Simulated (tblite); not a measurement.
A tight-binding relaxation on `C[Si](C)(C)[O][Al]1[CH2]CC[CH2]1`.

Computed with GFN2-xTB geometry optimisation, gas phase (tblite 0.8.0). Start geometry: from a force field or distance geometry. A driver script takes a list of jobs; this job's settings line and coordinates (Å) are shown.

Command:
```bash
OMP_NUM_THREADS=1 python probes_run.py task.json out
```

Input:
```
{"job": {"kind": "relax", "xc": "GFN2-xTB", "basis": "xTB"}, "charge": 0, "multiplicity": 1}
C     -2.399500    -0.000300    -1.518200
Si    -2.081700     0.098700     0.314500
C     -2.070500    -1.630100     1.068700
C     -3.475600     1.059700     1.097800
O     -0.607500     0.930400     0.673200
Al     0.789000     0.007500    -0.097200
C      1.960100     0.856800    -1.421600
C      3.339800     0.831300    -0.740400
C      3.504600    -0.453500     0.099600
C      2.269300    -0.677400     0.991500
H     -3.424300    -0.417600    -1.688900
H     -2.355700     1.018000    -1.951200
H     -1.663100    -0.650300    -1.996500
H     -1.826900    -1.564000     2.141800
H     -3.089800    -2.067400     0.946500
H     -1.335600    -2.262700     0.561800
H     -4.434900     0.539900     0.906700
H     -3.313700     1.108700     2.201900
H     -3.506700     2.078300     0.684400
H      1.650800     1.898200    -1.627600
H      1.958400     0.256100    -2.345400
H      4.132200     0.883900    -1.512800
H      3.442100     1.721500    -0.067700
H      4.407200    -0.383200     0.725100
H      3.624300    -1.315000    -0.582100
H      2.137300    -1.756800     1.221300
H      2.350400    -0.084300     1.926800
```

Output:
```
step      E/eV     max force
  0    -831.07057    3.139
  1    -831.47459    2.042
  2    -831.70697    1.610
  3    -831.80400    1.464
  4    -831.96827    0.562
  5    -832.01072    0.597
  6    -832.08822    0.530
  7    -832.11876    0.453
  8    -832.14534    0.334
  9    -832.16205    0.297
... (117 lines left out)
127    -832.54217    0.023
128    -832.54224    0.017
129    -832.54231    0.020
130    -832.54237    0.017
131    -832.54243    0.021
132    -832.54249    0.017
133    -832.54255    0.017
134    -832.54260    0.013
135    -832.54262    0.013
136    -832.54264    0.010
```

«max force» is the largest atomic force in eV/Å.

From which step on does the largest force stay under 0.1 eV/Å, and how much energy is left to gain from there?

From step 107 (0.058 eV/Å), 5.3 meV above the end.

Summary of the converged run: energy lowered by 33.9 kcal/mol over 136 steps; largest atomic force 0.010 eV/Å at the end.

Where do the atoms end?

0.591 Å rms from the input after alignment:
```
atom  x, y, z in Å
C1    -2.9699   -0.2470   -1.6478
Si2   -2.2764   -0.2557    0.1261
C3    -2.6239   -1.9144    0.9967
C4    -2.9586    1.2081    1.1370
O5    -0.6418   -0.0771    0.0286
Al6    1.0138    0.1080   -0.0618
C7     2.1670    1.0335   -1.4141
C8     3.4565    1.0625   -0.5799
C9     3.6512   -0.2588    0.1822
C10    2.4849   -0.5160    1.1483
H11   -4.0476   -0.3750   -1.6481
H12   -2.7469    0.6878   -2.1530
H13   -2.5415   -1.0483   -2.2423
H14   -2.2008   -1.9286    1.9968
H15   -3.6899   -2.0988    1.0848
H16   -2.1891   -2.7445    0.4476
H17   -4.0369    1.1457    1.2428
H18   -2.5290    1.2312    2.1341
H19   -2.7272    2.1560    0.6604
H20    1.8971    2.0436   -1.7336
H21    2.3425    0.4631   -2.3332
H22    4.3338    1.2511   -1.2066
H23    3.3937    1.8705    0.1543
H24    4.6095   -0.2341    0.7106
H25    3.6985   -1.0692   -0.5506
H26    2.4894   -1.5572    1.4817
H27    2.6214    0.0900    2.0511
```

Time: 3.1 s wall. Hardware: one thread, Arm Neoverse N1 (aarch64), on a shared host.
Labels such as C1 count atoms from 1, the log's own numbers from 0.
